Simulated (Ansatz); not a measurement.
`[SiH3]B[SiH2]Cl` + `CCS` → `CCS[SiH3]` + `B[SiH2]Cl` at 700 K and 1 bar (cleavage of the Si–B bond).

Calculated with Ansatz (gas phase, PBE0-D4/def2-TZVP geometries, no zero-point term in ΔE). CBS: MP2 limit from def2 TZ/QZ plus the TZ coupled-cluster correction, frozen cores. This one scheme is used for every species. One conformer a species, not always the lowest.

```csv
species,CCSD(T)/CBS energy (Eh),H − E (kJ/mol),S (J/(mol·K))
`[SiH3]B[SiH2]Cl`,-1066.33624,226.5,498.0
`CCS`,-477.49091,251.7,366.5
`CCS[SiH3]`,-767.79185,322.5,464.9
`B[SiH2]Cl`,-776.05948,156.8,388.5
```

H − E and S are ideal-gas, rigid-rotor, harmonic terms from PBE0-D4/def2-TZVP, for one conformer and one mirror image of each species. 1 Eh = 2625.50 kJ/mol, R = 8.31446 J/(mol·K).

Q: By hand: ΔE, ΔH, ΔS and ΔG.

A: ΔE = (-767.79185) + (-776.05948) − (-1066.33624) − (-477.49091) = -0.02418 Eh = -63.5 kJ/mol. Δ(H − E) = 322.5 + 156.8 − 226.5 − 251.7 = 1.1, so ΔH = -62.4 kJ/mol. ΔS = 464.9 + 388.5 − 498.0 − 366.5 = -11.1 J/(mol·K). ΔG = -62.4 − 700 × (-11.1)/1000 = -54.6 kJ/mol.

Q: By hand: the equilibrium constant, and the temperature at which ΔG would vanish if ΔH and ΔS stayed fixed.

A: log₁₀ K = −ΔG/(RT ln 10) = 4.1. ΔG = 0 at ΔH/ΔS = 5622 K, far beyond where these terms or the molecules hold.

The number of gas molecules stays the same, so ΔS is small and ΔH decides. A doubt of 5 kJ/mol in ΔE shifts log₁₀ K by 0.4 here. Other conformers and mirror images would add mixing entropy, several J/(mol·K) or more a flexible species. Modes under 60 cm⁻¹, often nearly free rotors, make the harmonic entropy too high. These are equilibria of isolated gas molecules and say nothing of rates. Largest T1 diagnostic: 0.012 (customary marks: 0.02 for closed shells, 0.045 for open ones).
